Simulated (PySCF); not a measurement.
C₁₁H₁₀.
Numbering: `[CH2:1]=[C:2]1[CH:3]=[CH:4][c:5]2[cH:6][cH:7][c:8]([CH3:9])[cH:10][c:11]21` (hydrogens: H12, H13 on C1; H14 on C3; H15 on C4; H16 on C6; H17 on C7; H18, H19, H20 on C9; H21 on C10)

The same species was optimised twice, with GFN2-xTB and with PBE0-D3(BJ)/def2-SVP (PySCF), and the same property calculations (PySCF, gas phase) were run on both structures.

```csv
coordinate,GFN2-xTB,PBE0-D3(BJ)/def2-SVP,change
C7–C8 (Å),1.390,1.401,+0.011
C4–C5 (Å),1.453,1.464,+0.011
C2–C11 (Å),1.468,1.479,+0.011
C3=C4 (Å),1.344,1.354,+0.010
C5–C6 (Å),1.381,1.390,+0.009
C1=C2 (Å),1.334,1.343,+0.009
C8–C10 (Å),1.396,1.405,+0.009
C6–C7 (Å),1.389,1.398,+0.009
C10–C11 (Å),1.377,1.386,+0.009
C2–C3 (Å),1.461,1.469,+0.008
C5–C11 (Å),1.410,1.413,+0.003
C8–C9 (Å),1.500,1.502,+0.002
C7–C8–C10 (°),119.5,118.7,-0.8
C8–C10–C11 (°),119.2,119.8,+0.6
C7–C8–C9 (°),120.3,120.9,+0.6
C2–C3–C4 (°),109.9,109.5,-0.4
C3–C2–C11 (°),105.4,105.7,+0.3
C6–C5–C11 (°),120.2,120.0,-0.2
C9–C8–C10 (°),120.1,120.4,+0.3
C5–C6–C7 (°),118.5,118.7,+0.2
```

Rotational constants: A = 2252, B = 925.7, C = 658.7 MHz (GFN2-xTB) against A = 2226, B = 912.0, C = 649.6 MHz (PBE0-D3(BJ)/def2-SVP).

On the GFN2-xTB structure: HOMO (eV) -6.15 [PBE0/pcSseg-1]; LUMO (eV) -1.76 [PBE0/pcSseg-1]; dipole (D) 0.53 [PBE0/pcSseg-1]; GIAO shielding of C1 (ppm) 65.2 [PBE0/pcSseg-1]; GIAO shielding of C2 (ppm) 31.5 [PBE0/pcSseg-1]; GIAO shielding of C3 (ppm) 51.5 [PBE0/pcSseg-1]; GIAO shielding of C4 (ppm) 46.0 [PBE0/pcSseg-1]; GIAO shielding of C5 (ppm) 40.3 [PBE0/pcSseg-1]; GIAO shielding of C6 (ppm) 61.0 [PBE0/pcSseg-1]; GIAO shielding of C7 (ppm) 53.0 [PBE0/pcSseg-1]; GIAO shielding of C8 (ppm) 46.7 [PBE0/pcSseg-1].

Problem. What do these properties become on the PBE0-D3(BJ)/def2-SVP structure?

Solution. 
```
                                    property          level  on GFN2-xTB  on PBE0-D3(BJ)/def2-SVP  change
                                   HOMO (eV)  PBE0/pcSseg-1        -6.15                    -6.17   -0.02
                                   LUMO (eV)  PBE0/pcSseg-1        -1.76                    -1.79   -0.03
                                  dipole (D)  PBE0/pcSseg-1         0.53                     0.54   +0.01
energy, GFN2-xTB geometry as zero (kcal/mol)  PBE0/pcSseg-1          0.0                     -0.4    -0.4
                  GIAO shielding of C1 (ppm)  PBE0/pcSseg-1         65.2                     62.5    -2.7
                  GIAO shielding of C2 (ppm)  PBE0/pcSseg-1         31.5                     29.2    -2.3
                  GIAO shielding of C3 (ppm)  PBE0/pcSseg-1         51.5                     48.9    -2.6
                  GIAO shielding of C4 (ppm)  PBE0/pcSseg-1         46.0                     43.3    -2.7
                  GIAO shielding of C5 (ppm)  PBE0/pcSseg-1         40.3                     38.9    -1.4
                  GIAO shielding of C6 (ppm)  PBE0/pcSseg-1         61.0                     58.8    -2.2
                  GIAO shielding of C7 (ppm)  PBE0/pcSseg-1         53.0                     50.1    -2.9
                  GIAO shielding of C8 (ppm)  PBE0/pcSseg-1         46.7                     44.7    -2.0
```

The heavy atoms differ by 0.017 Å rms after alignment. Among bonds between heavy atoms C2–C11, C3=C4, C4–C5 and C7–C8 change most and about equally (+0.010 to +0.011 Å). Changes are differences of the printed values. Neither structure is proved a minimum here.
